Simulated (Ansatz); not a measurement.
A short molecular-dynamics run on B₆N₆H₁₈, a cluster cut from wurtzite BN (hydrogen-capped).

```yaml
crystal:
  periodic: [false, false, false]
  atoms:
    - {symbol: N, position_ang: [-0.002783, -1.464250, -1.330700]}
    - {symbol: B, position_ang: [-1.328425, -0.766806, -0.804772]}
    - {symbol: B, position_ang: [0.002317, -1.510772, 1.327662]}
    - {symbol: N, position_ang: [-1.257554, -0.725652, 0.750364]}
    - {symbol: N, position_ang: [-1.269071, 0.729740, -1.331186]}
    - {symbol: B, position_ang: [-1.307321, 0.758235, 1.327040]}
    - {symbol: B, position_ang: [1.325086, -0.767225, -0.809900]}
    - {symbol: N, position_ang: [1.260204, -0.726056, 0.745503]}
    - {symbol: N, position_ang: [1.264161, 0.729391, -1.336008]}
    - {symbol: B, position_ang: [-0.001352, 1.530918, -0.810343]}
    - {symbol: B, position_ang: [1.312637, 0.757788, 1.321998]}
    - {symbol: N, position_ang: [0.001653, 1.454519, 0.745023]}
    - {symbol: H, position_ang: [-0.002113, -2.396186, -0.892830]}
    - {symbol: H, position_ang: [-0.004752, -1.616503, -2.340646]}
    - {symbol: H, position_ang: [-2.313970, -1.335711, -1.252708]}
    - {symbol: H, position_ang: [0.001315, -2.681485, 0.905828]}
    - {symbol: H, position_ang: [0.004681, -1.501056, 2.544294]}
    - {symbol: H, position_ang: [-2.078266, -1.199239, 1.127906]}
    - {symbol: H, position_ang: [-1.401203, 0.803579, -2.341282]}
    - {symbol: H, position_ang: [-2.075904, 1.196873, -0.894198]}
    - {symbol: H, position_ang: [-2.321333, 1.342770, 0.904438]}
    - {symbol: H, position_ang: [-1.297760, 0.755791, 2.543666]}
    - {symbol: H, position_ang: [2.308745, -1.336392, -1.261633]}
    - {symbol: H, position_ang: [2.082207, -1.199907, 1.119891]}
    - {symbol: H, position_ang: [1.392653, 0.803308, -2.346565]}
    - {symbol: H, position_ang: [2.072706, 1.196260, -0.901886]}
    - {symbol: H, position_ang: [-0.002050, 2.667279, -1.262337]}
    - {symbol: H, position_ang: [1.307733, 0.755356, 2.538657]}
    - {symbol: H, position_ang: [2.325216, 1.342001, 0.895523]}
    - {symbol: H, position_ang: [0.002553, 2.403412, 1.119181]}
basis:
  gaussian: {orbitals: "6-31G*"}
hamiltonian: {xc: {name: revPBE}, dispersion: d3bjatm}
md: {timestep: 2 fs, n_steps: 25, ensemble: nvt_langevin, temperature: 500, initial_velocities: maxwell_boltzmann, friction: 0.01, seed: 417}
scf: {omitted_lower_state_checks: [starts]}
```

```sh
$ ansatz run in.yaml --threads 2 --pin off --events-out ev --progress --plain --max-ram 32768MiB --backend cuda --devices 0, --max-vram 18GiB
```

```
step  time (fs)  potential energy (eV)  kinetic (eV)  T (K)
   0        0.0            -13298.9779        1.8743    483
   1        2.0            -13298.4675        1.4993    387
   2        4.0            -13298.1370        1.2750    329
   3        6.0            -13297.7813        0.9840    254
   4        8.0            -13297.6344        0.7671    198
   5       10.0            -13297.4784        0.6997    180
   6       12.0            -13297.8801        1.0850    280
   7       14.0            -13298.0992        1.3227    341
   8       16.0            -13297.9292        1.2206    315
   9       18.0            -13298.0405        1.4171    365
  10       20.0            -13297.8303        1.3557    350
  11       22.0            -13297.5910        1.1708    302
  12       24.0            -13297.4157        1.0694    276
  13       26.0            -13297.9902        1.4523    375
  14       28.0            -13297.9111        1.4044    362
  15       30.0            -13298.0074        1.4596    376
  16       32.0            -13298.0902        1.5800    407
  17       34.0            -13297.8692        1.3689    353
  18       36.0            -13297.8231        1.3114    338
  19       38.0            -13297.7501        1.2171    314
  20       40.0            -13298.0858        1.3825    357
  21       42.0            -13297.8147        1.1799    304
  22       44.0            -13297.9236        1.1906    307
  23       46.0            -13297.7978        1.1111    287
  24       48.0            -13297.8069        1.0713    276
  25       50.0            -13297.8534        1.1391    294
```

Velocities are drawn at the set temperature; a run this short doesn't reach equilibrium. Under Langevin dynamics the printed temperature counts 3N degrees of freedom, so it starts below the set value.

The 6-31G sets use Cartesian d functions.

Frames (Å, forces in eV/Å):

```xyz
30
time=0.0 fs
N    -0.003   -1.464   -1.331    0.000   -0.053    0.013
B    -1.328   -0.767   -0.805   -0.272   -0.157   -0.149
B     0.002   -1.511    1.328    0.000   -0.223    0.218
N    -1.258   -0.726    0.750   -0.009   -0.005    0.073
N    -1.269    0.730   -1.331   -0.045    0.026    0.010
B    -1.307    0.758    1.327   -0.192    0.112    0.219
B     1.325   -0.767   -0.810    0.271   -0.156   -0.149
N     1.260   -0.726    0.746    0.010   -0.005    0.073
N     1.264    0.729   -1.336    0.045    0.026    0.010
B    -0.001    1.531   -0.810    0.000    0.313   -0.150
B     1.313    0.758    1.322    0.193    0.112    0.218
N     0.002    1.455    0.745    0.000    0.010    0.073
H    -0.002   -2.396   -0.893    0.000   -0.150    0.046
H    -0.005   -1.617   -2.341   -0.001   -0.008   -0.243
H    -2.314   -1.336   -1.253    0.048    0.027    0.032
H     0.001   -2.681    0.906    0.000    0.015    0.031
H     0.005   -1.501    2.544    0.000    0.013   -0.068
H    -2.078   -1.199    1.128   -0.176   -0.101    0.050
H    -1.401    0.804   -2.341   -0.007    0.004   -0.243
H    -2.076    1.197   -0.894   -0.130    0.076    0.047
H    -2.321    1.343    0.904    0.013   -0.007    0.031
H    -1.298    0.756    2.544    0.011   -0.007   -0.069
H     2.309   -1.336   -1.262   -0.048    0.027    0.032
H     2.082   -1.200    1.120    0.176   -0.102    0.049
H     1.393    0.803   -2.347    0.006    0.004   -0.243
H     2.073    1.196   -0.902    0.131    0.076    0.047
H    -0.002    2.667   -1.262    0.000   -0.055    0.032
H     1.308    0.755    2.539   -0.012   -0.007   -0.069
H     2.325    1.342    0.896   -0.013   -0.007    0.031
H     0.003    2.403    1.119    0.000    0.203    0.049
30
time=8.0 fs
N     0.005   -1.449   -1.351    0.397    0.293   -0.847
B    -1.326   -0.846   -0.861    0.050    2.154    1.231
B     0.018   -1.574    1.273   -0.472    0.043    0.332
N    -1.215   -0.706    0.723   -1.363   -1.012   -0.908
N    -1.298    0.712   -1.334    1.163   -0.329    0.922
B    -1.372    0.695    1.375    1.036    1.280    0.851
B     1.343   -0.713   -0.831    1.014   -1.243    0.278
N     1.319   -0.752    0.744   -0.093   -0.461   -0.268
N     1.262    0.763   -1.326    0.434   -0.059   -0.148
B    -0.047    1.577   -0.801    0.972   -1.193   -0.487
B     1.316    0.779    1.353    0.424   -0.761   -0.448
N    -0.018    1.471    0.787    0.468   -1.230    0.100
H     0.000   -2.416   -1.025    0.225   -0.412   -0.003
H    -0.079   -1.432   -2.371    0.392   -0.428   -0.287
H    -2.302   -1.364   -1.335   -0.207   -0.363    0.068
H    -0.227   -2.736    0.884    0.751    0.149   -0.526
H    -0.066   -1.708    2.467    0.326    0.456    0.338
H    -2.054   -1.185    1.068    0.088   -0.282    0.193
H    -1.600    0.833   -2.277   -0.122    0.441   -1.241
H    -1.932    1.230   -0.743   -1.584    0.031    0.492
H    -2.197    1.541    0.912   -0.584   -0.963    0.484
H    -1.406    0.391    2.644    0.035    1.107   -1.307
H     2.426   -1.272   -1.308   -1.288    0.480    0.337
H     2.173   -1.272    1.042   -0.587    0.546    0.041
H     1.476    0.690   -2.342   -0.238    0.776    0.502
H     2.064    1.213   -0.823   -0.231   -0.085   -0.511
H     0.005    2.679   -1.286   -0.300    0.298    0.125
H     1.416    0.649    2.559   -0.260    0.423   -0.064
H     2.242    1.471    0.857    0.177   -0.388    0.336
H     0.154    2.408    1.123   -0.625    0.729    0.418
30
time=16.0 fs
N     0.027   -1.439   -1.394    0.901   -0.024   -1.518
B    -1.321   -0.837   -0.863   -0.519   -0.131   -0.360
B    -0.018   -1.599    1.237    1.254   -0.195    0.141
N    -1.216   -0.735    0.675   -1.459   -0.767    1.343
N    -1.343    0.731   -1.304    0.662   -0.668    1.670
B    -1.386    0.704    1.405    1.022    0.260   -2.651
B     1.373   -0.710   -0.827   -1.336   -0.230    0.387
N     1.353   -0.775    0.712   -0.986    0.143    0.733
N     1.263    0.776   -1.310    0.562    1.830   -1.852
B    -0.043    1.579   -0.810   -0.548    0.483    0.998
B     1.316    0.738    1.349    0.302   -0.212   -0.492
N    -0.018    1.461    0.843   -0.743   -2.040   -1.446
H     0.113   -2.452   -1.224   -0.200    0.232    0.593
H     0.061   -1.426   -2.436   -0.121    0.348    0.351
H    -2.275   -1.547   -1.304    0.479    0.839    0.272
H    -0.053   -2.736    0.678    0.098    0.425    0.453
H    -0.009   -1.698    2.477   -0.054    0.164   -0.613
H    -2.012   -1.245    1.121    0.318    0.192   -0.608
H    -1.635    0.954   -2.217   -0.309    0.212   -2.057
H    -2.128    1.042   -0.713    0.013    0.414    0.309
H    -2.409    1.318    1.068    0.067   -0.038   -0.426
H    -1.505    0.477    2.508    0.389   -0.075    2.241
H     2.276   -1.195   -1.340    1.517   -0.848   -0.698
H     2.187   -1.282    1.064   -0.464    0.390   -0.105
H     1.499    0.910   -2.352   -0.866   -0.483    1.365
H     2.072    1.295   -0.901   -0.410   -0.336    0.433
H    -0.131    2.808   -1.198    0.268   -1.341    0.216
H     1.398    0.738    2.524   -0.197   -0.244    0.897
H     2.287    1.371    0.940    0.248    0.111   -0.239
H    -0.010    2.385    1.193    0.112    1.589    0.663
30
time=24.0 fs
N     0.073   -1.409   -1.472    0.081   -0.268    0.493
B    -1.308   -0.822   -0.872    0.849    1.257   -0.355
B    -0.018   -1.611    1.203    1.504    0.788   -0.416
N    -1.245   -0.781    0.646   -0.024   -1.339    1.911
N    -1.402    0.770   -1.242    0.786   -0.838    0.977
B    -1.331    0.686    1.399   -0.760   -1.661    0.726
B     1.376   -0.739   -0.823    1.307    0.251   -1.801
N     1.344   -0.801    0.700   -0.665    1.270    0.521
N     1.260    0.851   -1.309   -1.002    0.068    0.226
B    -0.056    1.584   -0.754   -0.796   -1.977    1.812
B     1.338    0.693    1.338   -0.221    0.449    1.195
N    -0.028    1.420    0.861   -0.242   -3.573   -2.888
H     0.119   -2.427   -1.170   -0.138    1.083   -0.672
H     0.145   -1.323   -2.503   -0.170   -0.427    0.424
H    -2.194   -1.495   -1.228   -0.997   -0.364   -0.784
H     0.134   -2.671    0.641   -0.458   -0.811    0.293
H     0.033   -1.513    2.376   -0.217   -0.584    0.820
H    -2.057   -1.364    0.964    0.606    0.744   -0.015
H    -1.592    0.997   -2.193   -0.551    0.204   -1.282
H    -2.225    1.042   -0.627    0.855    0.235   -0.562
H    -2.519    0.950    0.989    0.704    1.082    0.282
H    -1.358    0.636    2.705    0.149   -0.084   -1.583
H     2.397   -1.249   -1.449   -0.873    0.498    0.869
H     2.217   -1.175    1.092   -0.361   -0.410   -0.152
H     1.217    0.994   -2.343    0.844   -0.077    0.713
H     2.017    1.392   -0.809   -0.282   -0.506   -0.903
H    -0.128    2.686   -1.063    0.006    1.644   -0.694
H     1.280    0.771    2.593    0.279   -0.586   -0.735
H     2.387    1.288    0.976   -0.439    0.034   -0.127
H    -0.132    2.264    1.278    0.227    3.898    1.707
30
time=32.0 fs
N     0.103   -1.348   -1.536   -0.596   -0.817    0.858
B    -1.295   -0.767   -0.892   -0.985    0.115   -0.339
B     0.051   -1.612    1.174   -0.559   -1.076    1.457
N    -1.248   -0.855    0.649   -0.140   -0.135    0.774
N    -1.429    0.792   -1.187    0.814    0.906   -0.550
B    -1.303    0.590    1.409    0.055   -0.011   -0.514
B     1.410   -0.745   -0.892   -0.313    1.579    0.727
N     1.297   -0.782    0.692    0.732   -0.300   -0.717
N     1.203    0.918   -1.288    0.912   -1.408    0.169
B    -0.119    1.568   -0.639    0.782    1.685   -1.893
B     1.360    0.668    1.343   -1.317   -0.624    1.128
N    -0.052    1.391    0.849    0.912   -2.874   -0.341
H     0.052   -2.372   -1.283    0.161    0.855   -0.129
H     0.172   -1.319   -2.555   -0.259    0.057   -0.252
H    -2.262   -1.394   -1.355    0.470    0.187   -0.071
H     0.069   -2.822    0.803    0.118    0.533   -0.345
H    -0.018   -1.645    2.423    0.225    0.053   -0.609
H    -2.095   -1.402    0.920    0.783    0.383    0.102
H    -1.667    1.047   -2.150    0.214   -0.104   -0.243
H    -2.147    1.285   -0.605    0.049   -0.938   -0.039
H    -2.336    1.149    1.031   -0.243    0.153    0.348
H    -1.138    0.625    2.588   -0.441   -0.579    0.532
H     2.422   -1.250   -1.320    0.092    0.180   -0.231
H     2.129   -1.274    1.073   -0.437    0.177   -0.273
H     1.308    1.051   -2.299   -0.273    0.082   -0.145
H     2.008    1.448   -0.881   -0.519   -0.449   -0.049
H    -0.038    2.787   -1.053   -0.609   -0.936    0.415
H     1.314    0.513    2.581    0.051    0.297   -0.608
H     2.336    1.276    1.008    0.452    0.433   -0.320
H    -0.009    2.217    1.351   -0.130    2.578    1.158
30
time=40.0 fs
N     0.130   -1.283   -1.569   -1.139    0.032    0.362
B    -1.323   -0.700   -0.910    0.432   -1.165   -0.338
B     0.048   -1.626    1.171    0.274   -0.863   -0.194
N    -1.230   -0.919    0.652   -1.458    1.258   -0.503
N    -1.427    0.862   -1.168   -0.398   -0.848   -0.609
B    -1.280    0.496    1.400   -0.182    1.355    0.424
B     1.432   -0.672   -0.914   -0.974    0.793    0.275
N     1.280   -0.770    0.637    0.298   -0.555   -0.288
N     1.158    0.917   -1.280    1.055   -0.453    0.676
B    -0.161    1.599   -0.631    1.159    0.003   -0.502
B     1.345    0.633    1.382    0.605    0.351   -1.339
N    -0.013    1.350    0.878    0.206   -0.021    1.152
H     0.110   -2.288   -1.356   -0.078   -0.092    0.096
H     0.085   -1.216   -2.592    0.133    0.024   -0.079
H    -2.202   -1.311   -1.539    0.159    0.233    0.483
H     0.033   -2.741    0.684    0.336   -0.461   -0.500
H     0.050   -1.826    2.370    0.067    0.471    0.080
H    -2.020   -1.500    0.989    0.251    0.396   -0.222
H    -1.645    1.053   -2.170    0.034    0.106    0.750
H    -2.211    1.191   -0.546    0.326   -0.110   -0.482
H    -2.211    1.361    1.246   -0.266   -1.049   -0.334
H    -1.189    0.287    2.556    0.014   -0.062    0.806
H     2.464   -1.199   -1.319   -0.155    0.492   -0.206
H     2.038   -1.379    0.943    0.497    0.218    0.284
H     1.291    1.037   -2.271   -0.101    0.312   -0.957
H     1.956    1.423   -0.841   -0.329   -0.097   -0.039
H    -0.243    2.744   -0.976    0.182    0.527    0.008
H     1.422    0.338    2.518   -0.217    0.430    1.016
H     2.324    1.372    0.997   -0.391   -0.552    0.222
H     0.003    2.286    1.331   -0.341   -0.674   -0.039
30
time=50.0 fs
N     0.118   -1.220   -1.584   -1.318   -1.150    0.403
B    -1.318   -0.715   -0.931    1.163    0.650    0.111
B     0.070   -1.687    1.119    0.337   -0.093   -2.163
N    -1.243   -0.898    0.620    0.087   -0.294    0.083
N    -1.407    0.928   -1.180   -0.373   -1.453    0.791
B    -1.250    0.460    1.469   -0.998   -0.889    0.012
B     1.379   -0.545   -0.919    0.966   -1.847   -1.070
N     1.290   -0.788    0.588    1.810   -0.116    1.608
N     1.148    0.906   -1.278    0.000    2.802    1.353
B    -0.129    1.670   -0.637    0.236   -2.312    1.224
B     1.341    0.624    1.387    1.228   -0.163    0.836
N     0.036    1.287    0.956   -2.233   -1.064   -1.937
H     0.106   -2.264   -1.476    0.186    0.805    0.184
H     0.074   -1.073   -2.584    0.082    0.153   -0.709
H    -2.202   -1.223   -1.530   -0.636   -0.450   -0.197
H     0.134   -2.719    0.419   -0.091   -0.249    0.635
H     0.173   -1.766    2.286   -0.216   -0.369    0.807
H    -2.019   -1.466    1.004    0.120    0.279   -0.431
H    -1.683    1.218   -2.112   -0.029   -0.017   -0.580
H    -2.239    1.102   -0.568    0.558    0.432   -0.072
H    -2.354    1.033    1.234    0.536    0.241    0.055
H    -1.291   -0.008    2.613    0.412    0.983   -0.093
H     2.483   -0.899   -1.515   -1.073    0.083    0.740
H     2.164   -1.311    0.893   -1.124    0.657   -0.418
H     1.268    1.092   -2.250    0.171    0.191   -1.321
H     1.928    1.408   -0.795   -0.104   -0.113   -0.185
H    -0.215    2.802   -0.882    0.325    1.313   -0.168
H     1.419    0.566    2.650   -0.098   -0.340   -0.971
H     2.318    1.305    0.993   -0.006   -0.138   -0.055
H    -0.119    2.142    1.386    0.081    2.465    1.527
```

Hardware: 2 threads of AMD EPYC 7R13 on a shared host and a share (18 GiB) of an NVIDIA H100 80GB HBM3. Wall time 61 s, peak host memory 0.91 GiB.
